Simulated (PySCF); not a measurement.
Job for PySCF: R-BP86/6-31G* on AlAsH4O (SMILES [OH][AlH][AsH2]), a point of a torsion scan.

```python
from pyscf import gto, scf, dft, mp
from pyscf.data.elements import chemcore

mol = gto.M(
    atom='''
    O    -1.78140553   -0.55988530    0.42286175
    Al   -0.46354886    0.22688061   -0.17183033
    As    1.79081958   -0.54031889    0.16169926
    H    -2.59797647   -0.93706201    0.72189302
    H    -0.78541649    1.54565142   -0.92049600
    H     1.73517329    0.31906001    1.41087620
    H     2.21808128    0.68322282   -0.61655833
    ''',
    basis='6-31g*',
    cart=True,
    charge=0, spin=0, verbose=3, max_memory=1800)
mf = dft.RKS(mol, xc='b88,p86')
mf.conv_tol = 1e-8
mf.max_cycle = 100
mf.kernel()
if not mf.converged:
    mf = mf.newton().run(mf.mo_coeff, mf.mo_occ)
```

Problem. Give the final energy of this run.

Solution. -2555.9655 hartree.
